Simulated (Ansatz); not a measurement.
Isolated molecules relaxed with PBE0-D4/def2-TZVP in Ansatz; ΔE leaves out vibrations. CBS: MP2 limit from def2 TZ/QZ plus the TZ coupled-cluster correction, frozen cores. This one scheme is used for every species. Functionals use def2-TZVPP. One conformer a species, not always the lowest.

`C=C[SiH](S)Cl` + CH₃NH₂ → `CN[SiH](S)Cl` + ethylene  (ligand exchange at the Si–C bond)

```
        species  PBE0 energy (Eh)
`C=C[SiH](S)Cl`       -1226.72704
         CH₃NH₂         -95.78001
 `CN[SiH](S)Cl`       -1244.01559
          `C=C`         -78.51356
```

Task: Work out ΔE.

Result: ΔE = (-1244.01559) + (-78.51356) − (-1226.72704) − (-95.78001) = -0.02210 Eh = -58.0 kJ/mol. CCSD(T)/CBS gives -62.6 kJ/mol.

Largest T1 diagnostic among the species: 0.011.

In def2-TZVPP, CCSD(T) changes the Hartree–Fock value by +6.1 kJ/mol (the triples alone add +1.3 kJ/mol) and MP2 by +5.2 kJ/mol.
